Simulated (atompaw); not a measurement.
Cutoff test, tin (Sn), PAW (atompaw)

Sn (Z = 50), PAW, made with atompaw 4.2.0.5 (PBE, scalar-relativistic). Core [Kr], reference 4d10 5s2 5p2. Waves: 5s (bound): rc 2.05 bohr; 5s channel at -0.35 Ry: rc 2.05 bohr; 5p (bound): rc 1.15 bohr; 5p channel at 0.6 Ry: rc 1.15 bohr; 4d (bound): rc 2.05 bohr; 4d channel at -0.45 Ry: rc 1.50 bohr; 4f channel at -0.1 Ry: rc 2.05 bohr; 4f channel at 0.75 Ry: rc 2.00 bohr. Local part: troulliermartins scheme with l = 4 at -0.5 Ry, radius 1.75 bohr. Core correction: smooth core density matched at 1.90 bohr. Augmentation charge: besselshape compensation charge, radius 1.55 bohr; PAW radius 2.05 bohr; waves and projectors: custom polynom vanderbiltortho.

The pseudo-atom Hamiltonian at the reference potential is diagonalised in spherical Bessel functions j_l(qr) that vanish at 20 bohr, with q² up to the cutoff. All-electron valence levels (Ry): 5s -0.7754, 5p -0.2715, 4d -1.8991.

Problem. How do the lowest levels (Ry) of each channel move with the cutoff, and are there ghosts?

Solution.

```
cutoff (Ry)      s #1     s #2     s #3     p #1     p #2    p #3     d #1    f #1  Σ f·Δε (mRy)
          8   -1.3615  -0.5763  -0.0241  -3.0728  -0.0767  0.0505  -1.3430  0.1045        6348.9
         12   -9.2070  -0.7739  -0.0331  -4.3278  -0.1278  0.0391  -1.7548  0.1045        1734.0
         18  -13.5915  -0.7750  -0.0332  -5.5394  -0.1917  0.0301  -1.8858  0.1045         294.1
         25  -14.1993  -0.7752  -0.0332  -6.2308  -0.2399  0.0251  -1.8974  0.1045          80.7
         40  -14.2835  -0.7753  -0.0332  -6.5665  -0.2691  0.0225  -1.8989  0.1045           7.6
         50  -14.2897  -0.7754  -0.0332  -6.5904  -0.2712  0.0223  -1.8990  0.1045           1.9
         60  -14.2942  -0.7754  -0.0332  -6.5919  -0.2713  0.0223  -1.8991  0.1045           1.0
         80  -14.2964  -0.7754  -0.0332  -6.5924  -0.2714  0.0223  -1.8991  0.1045           0.4
        400  -14.2965  -0.7754  -0.0332  -6.5930  -0.2715  0.0223  -1.8991  0.1045           0.0
```

Result: ghost states, extra bound levels that the all-electron valence spectrum of the same l lacks: s at -194.5 eV, p at -89.7 eV (a true bound ghost makes a file unfit for plane-wave use); 10 mRy is reached at 40 Ry and 1 mRy at 60 Ry.
